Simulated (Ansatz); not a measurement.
Geometry optimisation, RHF/def2-SVP in Ansatz.

input.yaml

```yaml
crystal:
  periodic: [false, false, false]
  atoms:
    - { symbol: W, position_ang: [-0.318195, -0.097449, -0.0295] }
    - { symbol: H, position_ang: [0.064513, 0.228983, 1.60978] }
    - { symbol: H, position_ang: [1.246229, -0.47648, 0.371488] }
    - { symbol: H, position_ang: [-0.55692, 1.259738, -0.999174] }
    - { symbol: Cl, position_ang: [-2.244381, -1.3751, -0.107999] }
    - { symbol: H, position_ang: [0.347814, -1.441783, -0.703353] }
    - { symbol: H, position_ang: [0.823198, 0.147489, -1.20924] }
    - { symbol: F, position_ang: [-1.430665, 2.158315, 1.696769] }
    - { symbol: H, position_ang: [-0.942493, 1.653089, 2.27813] }
basis:
  gaussian: { orbitals: def2-SVP }
hamiltonian:
  xc: hf
relax:
  f_tol: 0.03
  max_steps: 50
```

Launched with:

```bash
$ ansatz run input.yaml --threads 1 --pin off --max-ram 2048MiB --backend cpu --events-out ev --progress --plain --runs-dir out
```

Q: Where does it end, and by what steps?

A: The forces met the threshold. After 27 steps the energy has fallen by 0.282 eV; H9 moved furthest, 1.30 Å. Joined: W1–F8 (3.05 → 2.51 Å).

| step | energy less start (eV) | largest force component (eV/Å) | accepted |
| --- | --- | --- | --- |
| 0 | 0.0000 | 0.375 | yes |
| 1 | -0.0129 | 1.637 | yes |
| 2 | 0.0397 | 3.116 | no |
| 3 | -0.0471 | 1.243 | yes |
| 4 | -0.0696 | 1.577 | yes |
| 5 | -0.1026 | 0.551 | yes |
| 6 | -0.1154 | 0.267 | yes |
| 7 | -0.1409 | 0.422 | yes |
| 8 | -0.1432 | 1.465 | yes |
| 9 | -0.1704 | 0.243 | yes |
| 10 | -0.1630 | 1.377 | no |
| 11 | -0.1779 | 0.240 | yes |
| 12 | -0.1864 | 0.226 | yes |
| 13 | -0.1759 | 1.488 | no |
| 14 | -0.1925 | 0.190 | yes |
| 15 | -0.1975 | 0.468 | yes |
| 16 | -0.2097 | 0.332 | yes |
| 17 | -0.2048 | 1.148 | no |
| 18 | -0.2218 | 0.212 | yes |
| 19 | -0.2333 | 0.297 | yes |
| 20 | -0.2398 | 0.934 | yes |
| 21 | -0.2280 | 1.883 | no |
| 22 | -0.2591 | 0.420 | yes |
| 23 | -0.2684 | 0.672 | yes |
| 24 | -0.2667 | 0.204 | no |
| 25 | -0.2798 | 0.173 | yes |
| 26 | -0.2814 | 0.062 | yes |
| 27 | -0.2817 | 0.016 | yes |

```xyz
9
Properties=species:S:1:pos:R:3
W -0.095 0.088 0.137
H 0.897 0.235 1.498
H 1.313 -0.775 0.103
H -0.130 1.513 -0.772
Cl -2.244 -0.799 0.611
H -0.037 -1.335 -0.691
H 0.661 0.030 -1.331
F -1.281 1.742 1.599
H -2.095 1.357 1.752
```

Whether the end is a true minimum wasn't checked by a vibrational analysis.

The run took 86 s on 1 thread of AMD EPYC 7R43 64-Core Processor (Zen 3), on a shared host, peak memory 0.18 GiB.
